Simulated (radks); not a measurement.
Problem. All-electron atom: a nucleus of charge 65.5 with 64 electrons in [Xe] 4f10. All-electron calculation, scalar-relativistic Kohn-Sham, PBE, spin-polarised, spherical densities, finite nucleus; open shells are filled with parallel spins first (spin-orbit coupling, left out, can overturn this in heavy ions); Fermi nuclear charge, rms radius 5.2218 fm. Program: a radial shooting solver on a logarithmic mesh with Libxc functionals. Some entries of the table are withheld. Estimate them.

orbital,occ.,eigenvalue (eV),<r^2> (bohr^2)
1s up,1,-52752.43,0.0006204
1s down,1,-52752.43,0.0006204
2s up,1,-8769.830,0.009702
2s down,1,-8769.800,0.009702
2p up,3,-7788.610,0.007845
2p down,3,-7788.589,0.007845
3s up,1,-1953.517,0.06417
3s down,1,-1952.036,0.06411
3p up,3,-1651.511,0.06442
3p down,3,-1650.035,0.06435
3d up,5,-1260.267,0.05397
3d down,5,-1259.140,0.05388
4s up,1,-392.6280,0.3242
4s down,1,-389.2819,0.3242
4p up,3,-293.2414,0.3670
4p down,3,-289.9250,0.3671
4d up,5,-157.3282,0.4427
4d down,5,-154.0466,0.4437
5s up,1,-56.2766,1.957
5s down,1,-54.5437,1.997
5p up,3,-33.3104,(1)
5p down,3,-32.0602,(2)
4f up,7,(3),(4)
4f down,3,(5),(6)

Solution. 
(1) 5p up <r^2> (bohr^2): 2.791
(2) 5p down <r^2> (bohr^2): 2.874
(3) 4f up eigenvalue (eV): -10.7360
(4) 4f up <r^2> (bohr^2): 1.143
(5) 4f down eigenvalue (eV): -7.9486
(6) 4f down <r^2> (bohr^2): 1.400
